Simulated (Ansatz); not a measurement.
Two isomers of CH10AlNSi2: A = `[NH2][Al]([SiH3])[CH2][SiH3]`, B = `C[SiH]([SiH3])[NH][AlH2]`.

Calculated with Ansatz (gas phase, PBE0-D4/def2-TZVP geometries, no zero-point term in ΔE). CCSD(T)/CBS adds triple-zeta CCSD(T) − MP2 to the extrapolated MP2 energy (def2 sets, frozen cores). DFT in def2-TZVPP. B3LYP here is the variant with VWN-RPA as its local correlation; programs differ in this. One conformer a species, not always the lowest.

Which is lower in electronic energy at CCSD(T)/CBS, and by how much? (Best estimate.)

Computed: B, by 7.4 kcal/mol.

Give E(B) − E(A) in kcal/mol with B3LYP-D4, CCSD/def2-TZVPP, HF/def2-TZVPP, r2SCAN-D4, PBE-D4, B3LYP, PBE0-D4. (Best estimate.)

Computed: B3LYP-D4 -8.4, CCSD/def2-TZVPP -7.5, HF/def2-TZVPP -9.8, r2SCAN-D4 -7.0, PBE-D4 -6.0, B3LYP -7.3, PBE0-D4 -6.6. None reverses the order clearly.

Largest T1 diagnostic: 0.012.

The D4 term adds −1.1 kcal/mol with B3LYP and −0.6 kcal/mol with PBE0; it sums over pairs of atoms, weighted by their polarisabilities, and B3LYP, whose exchange is more repulsive, gets the larger term. In def2-TZVPP, CCSD(T) changes the Hartree–Fock value by +2.5 kcal/mol (the triples alone add +0.2 kcal/mol) and MP2 by +1.8 kcal/mol.
